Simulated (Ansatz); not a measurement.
Basis-set series for CH₃BFGa. Total charge 0; spin multiplicity 1. The bonds changed during the relaxation, so this is another structure than the one it started from. The geometry is a stationary point of PBE0-D4/def2-TZVP.

Z-matrix (Å, degrees):
```
C
Ga 1 2.083
B 1 1.511 2 112.2
H 1 1.098 2 98.9 3 122.4
H 1 1.095 2 101.7 3 -123.6
F 3 1.343 1 120.2 2 84.3
H 3 1.204 1 124.0 2 -90.4
```

| functional | basis | functions | energy (Eh) | HOMO (eV) | LUMO (eV) |
| --- | --- | --- | --- | --- | --- |
| PBE0-D4 | def2-SVP | 89 | -2088.70395 | -6.21 | -1.79 |
| PBE0-D4 | def2-TZVPP | 183 | -2089.14391 | -6.23 | -1.80 |
| ωB97M-V | def2-SVP | 89 | -2088.97059 | -8.20 | -0.01 |
| ωB97M-V | def2-TZVPP | 183 | -2089.41528 | -8.23 | -0.06 |

Q: Give the rows for def2-QZVPP. (Estimate.)

A: Computed: 
```tsv
functional	basis	functions	energy (Eh)	HOMO (eV)	LUMO (eV)
PBE0-D4	def2-QZVPP	350	-2089.19599	-6.26	-1.85
ωB97M-V	def2-QZVPP	350	-2089.46550	-8.27	-0.21
```

Scalar relativity is left out up to krypton.
